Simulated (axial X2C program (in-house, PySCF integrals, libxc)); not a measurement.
**What spin–orbit coupling does to CsBi⁺**

All values were computed with an in-house relativistic program for diatomic molecules. Spin-free means the one-electron spin-free X2C Hamiltonian; two-component (2c) means X2C with spin–orbit coupling and atomic mean-field two-electron Coulomb and Gaunt terms, so the difference of the two also holds small scalar two-electron terms. Basis: Bi dyall-v2z [10s12p9d5f], Cs dyall-v2z [12s13p7d] (cores contracted in-house); Gaussian nuclei, density fitting, unrestricted open shells. Masses: Bi 208.980 u, Cs 132.905 u.

Spin-free state: M_S = 3/2, Λ = 0 (beyond evenly filled blocks: σα, π+α, π-α); fragments Bi + Cs+.

```csv
level,Re (Å),ωe (cm⁻¹),De (eV),μ (D)
PBE0,4.217,31.2,0.126,10.53
HF,4.604,22.3,0.069,12.22
MP2,4.344,29.6,0.108,n/a
r2SCAN0,4.233,30.9,0.115,10.74
PBE50,4.236,30.1,0.109,10.75
```

Correlated methods: 23 electrons correlated (number of frozen shells: Bi 5 s, 4 p, 2 d, 1 f; Cs 4 s, 3 p, 2 d), 169 virtual spin orbitals or spinors in MP2.

Dipoles are positive if Cs is the positive end and refer to the centre of mass.

Two-component determinant lowest at the distance of the search:

Ω = 3/2 (⟨Sz⟩ = 1.28, ⟨Lz⟩ = 0.22 at HF); fragments Bi + Cs+.

| level | Re (Å) | ωe (cm⁻¹) | De (eV) | μ (D) |
| --- | --- | --- | --- | --- |
| PBE0 | 4.203 | 28.7 | 0.075 | 10.68 |
| HF | 4.644 | 19.0 | 0.038 | 12.49 |
| MP2 | 4.339 | 27.5 | 0.075 | n/a |
| r2SCAN0 | 4.214 | 29.1 | 0.080 | 10.83 |
| PBE50 | 4.235 | 26.9 | 0.059 | 10.94 |

Question: From the two tables, how do the constants change at the MP2 level (2c against spin-free)?

Answer: At the MP2 level Re falls by 0.005 Å and ωe drops by 2.1 cm⁻¹; De changes by -0.033 eV.

The state is one determinant whose occupation by symmetry is held fixed; it was picked as the lowest of a PBE0 search that is not exhaustive. Dissociation energies refer to the lowest single-determinant-based atoms at the same level and basis. Density functionals use the spin component along the axis (collinear). Without a current term, density functionals place determinants with orbital angular momentum somewhat too high. With several unpaired electrons one determinant need not be a pure state. A state of lower Ω lies just above, and one determinant can place such states too high, so the state shown need not be the lowest. The search has Ω = 1/2 only 0.03 eV up. This is the top spin component of a Σ state; components of lower Ω are not single determinants and can lie lower.
